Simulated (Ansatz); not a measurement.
Harmonic vibrations of the cluster B₂O₃ by finite differences.

```yaml
crystal:
  periodic: [false, false, false]
  atoms:
    - {symbol: B, position_ang: [1.173719, -0.599127, -0.026037]}
    - {symbol: B, position_ang: [-1.174423, 0.597923, 0.021591]}
    - {symbol: O, position_ang: [-2.258415, 1.155270, 0.058876]}
    - {symbol: O, position_ang: [-0.003074, -0.005159, -0.021846]}
    - {symbol: O, position_ang: [2.262183, -1.148917, -0.032593]}
basis:
  gaussian: {orbitals: def2-SVP}
hamiltonian: {xc: pbe, dispersion: d4}
scf: {omitted_lower_state_checks: [starts]}
phonons: {temperatures: {t_min: 298.15, t_max: 900, t_step: 200}}
```

```sh
$ ansatz run in.yaml --threads 4 --pin off --events-out ev --progress --plain --max-ram 3916MiB
```

Shortened log:

```
Functional definition: PBE
mean field -7483.85618985 eV, -275.0266422372 hartree, gradient 2.5e-5 eV, S^2 0.000000; 0 other end points of the search recorded, 0 dependent functions left out
mean field -7483.85588463 eV, -275.0266310203 hartree, gradient 1.4e-6 eV, S^2 0.000000; 0 other end points of the search recorded, 0 dependent functions left out
mean field -7483.85583183 eV, -275.0266290802 hartree, gradient 1.4e-6 eV, S^2 0.000000; 0 other end points of the search recorded, 0 dependent functions left out
mean field -7483.85608054 eV, -275.0266382199 hartree, gradient 2.0e-6 eV, S^2 0.000000; 0 other end points of the search recorded, 0 dependent functions left out
mean field -7483.85610027 eV, -275.0266389450 hartree, gradient 2.9e-6 eV, S^2 0.000000; 0 other end points of the search recorded, 0 dependent functions left out
mean field -7483.85617081 eV, -275.0266415373 hartree, gradient 1.7e-6 eV, S^2 0.000000; 0 other end points of the search recorded, 0 dependent functions left out
mean field -7483.85616919 eV, -275.0266414777 hartree, gradient 1.1e-6 eV, S^2 0.000000; 0 other end points of the search recorded, 0 dependent functions left out
mean field -7483.85583603 eV, -275.0266292346 hartree, gradient 1.4e-6 eV, S^2 0.000000; 0 other end points of the search recorded, 0 dependent functions left out
mean field -7483.85588540 eV, -275.0266310489 hartree, gradient 1.4e-6 eV, S^2 0.000000; 0 other end points of the search recorded, 0 dependent functions left out
mean field -7483.85610172 eV, -275.0266389985 hartree, gradient 2.9e-6 eV, S^2 0.000000; 0 other end points of the search recorded, 0 dependent functions left out
mean field -7483.85607480 eV, -275.0266380092 hartree, gradient 2.0e-6 eV, S^2 0.000000; 0 other end points of the search recorded, 0 dependent functions left out
mean field -7483.85616950 eV, -275.0266414892 hartree, gradient 1.9e-6 eV, S^2 0.000000; 0 other end points of the search recorded, 0 dependent functions left out
mean field -7483.85616979 eV, -275.0266414999 hartree, gradient 1.6e-6 eV, S^2 0.000000; 0 other end points of the search recorded, 0 dependent functions left out
mean field -7483.85596923 eV, -275.0266341293 hartree, gradient 2.6e-6 eV, S^2 0.000000; 0 other end points of the search recorded, 0 dependent functions left out
mean field -7483.85599213 eV, -275.0266349710 hartree, gradient 1.4e-6 eV, S^2 0.000000; 0 other end points of the search recorded, 0 dependent functions left out
mean field -7483.85613445 eV, -275.0266402010 hartree, gradient 9.1e-7 eV, S^2 0.000000; 0 other end points of the search recorded, 0 dependent functions left out
mean field -7483.85612612 eV, -275.0266398951 hartree, gradient 1.3e-6 eV, S^2 0.000000; 0 other end points of the search recorded, 0 dependent functions left out
mean field -7483.85618194 eV, -275.0266419464 hartree, gradient 1.3e-6 eV, S^2 0.000000; 0 other end points of the search recorded, 0 dependent functions left out
mean field -7483.85618567 eV, -275.0266420835 hartree, gradient 4.2e-7 eV, S^2 0.000000; 0 other end points of the search recorded, 0 dependent functions left out
mean field -7483.85593442 eV, -275.0266328502 hartree, gradient 1.4e-6 eV, S^2 0.000000; 0 other end points of the search recorded, 0 dependent functions left out
mean field -7483.85593427 eV, -275.0266328446 hartree, gradient 1.4e-6 eV, S^2 0.000000; 0 other end points of the search recorded, 0 dependent functions left out
mean field -7483.85611768 eV, -275.0266395847 hartree, gradient 1.3e-6 eV, S^2 0.000000; 0 other end points of the search recorded, 0 dependent functions left out
mean field -7483.85611873 eV, -275.0266396233 hartree, gradient 1.2e-6 eV, S^2 0.000000; 0 other end points of the search recorded, 0 dependent functions left out
mean field -7483.85618711 eV, -275.0266421362 hartree, gradient 1.2e-6 eV, S^2 0.000000; 0 other end points of the search recorded, 0 dependent functions left out
mean field -7483.85617814 eV, -275.0266418066 hartree, gradient 1.1e-6 eV, S^2 0.000000; 0 other end points of the search recorded, 0 dependent functions left out
mean field -7483.85598867 eV, -275.0266348437 hartree, gradient 1.4e-6 eV, S^2 0.000000; 0 other end points of the search recorded, 0 dependent functions left out
mean field -7483.85596934 eV, -275.0266341333 hartree, gradient 2.6e-6 eV, S^2 0.000000; 0 other end points of the search recorded, 0 dependent functions left out
mean field -7483.85612450 eV, -275.0266398355 hartree, gradient 1.3e-6 eV, S^2 0.000000; 0 other end points of the search recorded, 0 dependent functions left out
mean field -7483.85613896 eV, -275.0266403669 hartree, gradient 9.0e-7 eV, S^2 0.000000; 0 other end points of the search recorded, 0 dependent functions left out
mean field -7483.85618075 eV, -275.0266419027 hartree, gradient 1.5e-6 eV, S^2 0.000000; 0 other end points of the search recorded, 0 dependent functions left out
mean field -7483.85618733 eV, -275.0266421443 hartree, gradient 1.5e-6 eV, S^2 0.000000; 0 other end points of the search recorded, 0 dependent functions left out
Total energy: -7483.93986852 eV, -275.0297173715 hartree
Atom 0 at     1.173719    -0.599127    -0.026037 Å, force     0.004225    -0.000623     0.000470 eV/Å
Atom 1 at    -1.174423     0.597923     0.021591 Å, force    -0.003535     0.002068    -0.000178 eV/Å
Atom 2 at    -2.258415     1.155270     0.058876 Å, force     0.002507    -0.001762    -0.000924 eV/Å
Atom 3 at    -0.003074    -0.005159    -0.021846 Å, force     0.000044    -0.000193     0.001858 eV/Å
Atom 4 at     2.262183    -1.148917    -0.032593 Å, force    -0.003241     0.000510    -0.001227 eV/Å
Dipole moment:    -0.001367    -0.002325    -0.009158 e Å
Vibrations: 37.25 37.67 454.38 454.41 462.09 462.17 667.09 1307.68 2103.40 2155.53 cm⁻¹, zero-point energy 0.504720 eV
Checks for a lower state left out: starts
```

Run time 7 s (4 threads of Arm Neoverse V2 on a shared host).

The structure comes from a short search, and lower isomers may exist.
